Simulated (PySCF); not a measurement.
diiodomethane (CH₂I₂), singlet, at a GFN2-xTB geometry (all electrons, no relativity); HF/STO-3G in PySCF.

PySCF was given this input:
```python
from pyscf import gto, scf

mol = gto.M(
    atom='''
I    -1.801318    0.103525    0.010569
C    -0.006413   -1.071194    0.028147
I     1.802424    0.081268   -0.015425
H    -0.003488   -1.660005    0.937825
H    -0.016669   -1.706886   -0.849356
''',
    basis='sto-3g',
    charge=0,
    spin=0,
    verbose=4,
)

mf = scf.RHF(mol)
mf.diis_space = 4
mf.kernel()
```

Task: What does PySCF print? Leave out banner, timings and long lists.

Result: 
```
PySCF version 2.14.0

[INPUT] verbose = 4
[INPUT] num. atoms = 5
[INPUT] num. electrons = 114
[INPUT] charge = 0
[INPUT] spin (= nelec alpha-beta = 2S) = 0
[INPUT] symmetry False subgroup None
[INPUT] Mole.unit = angstrom
[INPUT] Symbol           X                Y                Z      unit          X                Y                Z       unit  Magmom
[INPUT]  1 I     -1.801318000000   0.103525000000   0.010569000000 AA   -3.403997683249   0.195633897046   0.019972515411 Bohr   0.0
[INPUT]  2 C     -0.006413000000  -1.071194000000   0.028147000000 AA   -0.012118813637  -2.024263286277   0.053190121228 Bohr   0.0
[INPUT]  3 I      1.802424000000   0.081268000000  -0.015425000000 AA    3.406087720343   0.153574262691  -0.029149025471 Bohr   0.0
[INPUT]  4 H     -0.003488000000  -1.660005000000   0.937825000000 AA   -0.006591364722  -3.136954815409   1.772232402770 Bohr   0.0
[INPUT]  5 H     -0.016669000000  -1.706886000000  -0.849356000000 AA   -0.031499844770  -3.225547065854  -1.605050222256 Bohr   0.0

nuclear repulsion = 617.30416983061
number of shells = 27
number of NR pGTOs = 183
number of NR cGTOs = 61
basis = sto-3g
ecp = {}

******** <class 'pyscf.scf.hf.RHF'> ********
method = RHF
initial guess = minao
damping factor = 0
level_shift factor = 0
DIIS = <class 'pyscf.scf.diis.CDIIS'>
diis_start_cycle = 1
diis_space = 4
diis_damp = 0
SCF conv_tol = 1e-09
SCF conv_tol_grad = None
SCF max_cycles = 50
direct_scf = True
direct_scf_tol = 1e-13
Set gradient conv threshold to 3.16228e-05
Initial guess from minao.
init E= -13695.6210707852
  HOMO = -0.666964265414486  LUMO = -0.303987725057869  gap/eV = 9.87709
cycle= 1 E= -13739.8079394234  delta_E= -44.2  |g|= 0.488  |ddm|= 2.81
  HOMO = -0.249645006334773  LUMO = 0.13758748574334  gap/eV = 10.53713
cycle= 2 E= -13739.9190923778  delta_E= -0.111  |g|= 0.28  |ddm|= 1.35
  HOMO = -0.259618857775358  LUMO = 0.236059124419219  gap/eV = 13.48808
cycle= 3 E= -13739.9445654354  delta_E= -0.0255  |g|= 0.039  |ddm|= 0.399
  HOMO = -0.271409133536551  LUMO = 0.238911832745092  gap/eV = 13.88654
cycle= 4 E= -13739.9457263753  delta_E= -0.00116  |g|= 0.00407  |ddm|= 0.123
  HOMO = -0.27155180013233  LUMO = 0.23667794919446  gap/eV = 13.82964
cycle= 5 E= -13739.9457460978  delta_E= -1.97e-05  |g|= 0.00105  |ddm|= 0.0182
  HOMO = -0.271558558042067  LUMO = 0.236898864910368  gap/eV = 13.83583
cycle= 6 E= -13739.9457476072  delta_E= -1.51e-06  |g|= 0.000147  |ddm|= 0.00606
  HOMO = -0.271561927042056  LUMO = 0.236873957282008  gap/eV = 13.83525
cycle= 7 E= -13739.945747633  delta_E= -2.58e-08  |g|= 3.95e-05  |ddm|= 0.00075
  HOMO = -0.271562175996974  LUMO = 0.23688615801348  gap/eV = 13.83558
cycle= 8 E= -13739.9457476342  delta_E= -1.26e-09  |g|= 1.25e-05  |ddm|= 0.000152
  HOMO = -0.271563073554343  LUMO = 0.236881655352304  gap/eV = 13.83549
cycle= 9 E= -13739.9457476343  delta_E= -1.15e-10  |g|= 2.5e-06  |ddm|= 3.46e-05
  HOMO = -0.271563252226352  LUMO = 0.236882296740356  gap/eV = 13.83551
Extra cycle  E= -13739.9457476343  delta_E= 1.82e-11  |g|= 9.18e-07  |ddm|= 7.26e-06
converged SCF energy = -13739.9457476343
```
